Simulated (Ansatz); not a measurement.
C₃H₆AlNO, SMILES `C=[N][Al]1[CH2]C[O]1`. Charge 0, multiplicity 1.

```xyz
12

C     1.166    2.259   -1.939
N     0.691    1.341   -1.249
Al    0.045    0.070   -0.252
C    -0.336   -0.526    1.555
C    -0.859   -1.749    0.765
O    -0.643   -1.456   -0.635
H     0.554    3.092   -2.320
H     2.231    2.301   -2.220
H    -1.105   -0.002    2.123
H     0.502   -0.750    2.215
H    -1.927   -1.916    0.933
H    -0.318   -2.664    1.025
```

Task: What are the harmonic wavenumbers in cm⁻¹ at PBE0-D4/def2-TZVP (Ansatz, finite differences of forces, unscaled)? (An estimate is asked.)

Result: The calculation gave: 63, 105, 118, 204, 235, 293, 412, 622, 690, 708, 863, 889, 950, 965, 1053, 1136, 1170, 1204, 1230, 1329, 1435, 1510, 1533, 1871, 2961, 3010, 3033, 3076, 3100, 3157.

Task: Is this a minimum?

Result: Yes, all 30 modes are real.

Task: Give the ideal-gas thermochemistry at 298.15 K and 1 bar (rigid rotor, harmonic oscillator; point group Cs, symmetry number 1).

Result: Zero-point energy 232.8 kJ/mol; H(298) − E = 255.2 kJ/mol; entropy 359.2 J/(mol·K), of which translation 166.2, rotation 113.3, vibration 79.7; G(298) − E = 148.1 kJ/mol. Modes under 100 cm⁻¹ are hindered rotations or soft bends, so the harmonic entropy is rough.

Task: And at 400, 500, 600, 800 and 1000 K?

Result: 
```csv
T (K),H − E (kJ/mol),S (J/mol/K),G − E (kJ/mol)
400,267.8,395.4,109.6
500,282.4,427.8,68.4
600,298.8,457.7,24.2
800,336.0,511.0,-72.9
1000,377.5,557.2,-179.8
```

Task: Rotational constants (cm⁻¹)?

Result: 0.3285, 0.05331, 0.04713.
